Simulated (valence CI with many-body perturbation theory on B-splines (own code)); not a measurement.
## Nb¹⁰⁺ in three bases

Computed by valence CI with perturbative core correlation (CI+MBPT): three valence electrons over a frozen Dirac-Fock core [Ar] 3d10, radial functions for each j: 9 s, 9 p, 8 d, 6 f, 3 g, 1 h, with the one-electron correlation potential Σ1 (screened to all orders), the two-electron term Σ2, the three-electron term Σ3, Breit, model QED; selected single and double excitations, second order for the rest, scaled by the run's own slope (own B-spline code, finite nucleus).

No measured levels were compared; by estimate levels hold to about 250 cm⁻¹ or 0.2 % of their energy and the worst to 1 %, as in measured heavy ions of charge 2 to 7; those with d or f electrons hold less well.

The reference run has the lowest level 4s²4p ²P°_1/2 and an ionisation energy of 200.828 eV. Its largest variational space holds 9951 state functions.

Names give the largest LS component (configuration and term), which can be under half, so a name can repeat, a term be missing and a line seem to break the LS rules; names also repeat where a configuration has a term twice. Letters in brackets count levels of one name in rising energy.

Changed runs:
A. basis 6 s, 6 p, 5 d, 3 f, 1 g
B. basis 5 s, 5 p, 4 d, 2 f

Excitation energies of the reference run in cm⁻¹, and shifts in cm⁻¹:

```
                 Level  Reference       A       B
         4s²4p ²P°_3/2      23920    -4.0    -7.8
          4s4p² ⁴P_1/2     182068    -106    -311
          4s4p² ⁴P_3/2     193325    -116    -341
          4s4p² ⁴P_5/2     204338    -106    -308
          4s4p² ²D_3/2     240929     +22    +115
          4s4p² ²D_5/2     246075     +10     +76
          4s4p² ²S_1/2     275297    +132    +460
          4s4p² ²P_1/2     299463    +131    +463
          4s4p² ²P_3/2     305627    +107    +381
          4s²4d ²D_3/2     390226    +150    +674
          4s²4d ²D_5/2     393731    +147    +668
       4p³ ⁴S°_3/2 [a]     456146     -51    -151
Ionisation energy (eV)    200.828  -0.015  -0.043
```
